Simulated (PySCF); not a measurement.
CH10GeSSi2, SMILES S(C)[SiH2][SiH2][GeH3] (GFN2-xTB optimised geometry):

```
15

C      2.552    -2.551     0.002
S      2.222    -0.765     0.000
Si     0.074    -0.765     0.000
Si    -0.536     1.465     0.000
Ge    -2.860     1.674    -0.090
H      3.630    -2.671    -0.001
H      2.130    -2.998     0.897
H      2.124    -3.002    -0.888
H     -0.322    -1.566    -1.165
H     -0.322    -1.563     1.167
H      0.031     2.195    -1.139
H     -0.063     2.161     1.202
H     -3.630     0.706     0.761
H     -3.482     1.481    -1.442
H     -3.411     3.002     0.339
```

Computed with B3LYP/def2-TZVP run with PySCF 2.14.0.

Question: What are the frontier orbital energies and the dipole moment?

Answer: HOMO-2 -8.36 eV, HOMO-1 -7.97 eV, HOMO -6.58 eV, LUMO -0.80 eV, LUMO+1 -0.42 eV; dipole moment 1.17 D.

On the same geometry PBE/def2-TZVP run with PySCF gives HOMO-2 -7.40 eV, HOMO-1 -7.09 eV, HOMO -5.61 eV, LUMO -1.44 eV, LUMO+1 -1.08 eV; dipole moment 1.17 D.

Meta-Löwdin charges at B3LYP/def2-TZVP: C1 -0.39, S2 -0.18, Si3 0.37, Si4 0.18, Ge5 0.11, H6 0.14, H7 0.12, H8 0.12, H9 -0.10, H10 -0.10, H11 -0.07, H12 -0.07, H13 -0.06, H14 -0.05, H15 -0.05.
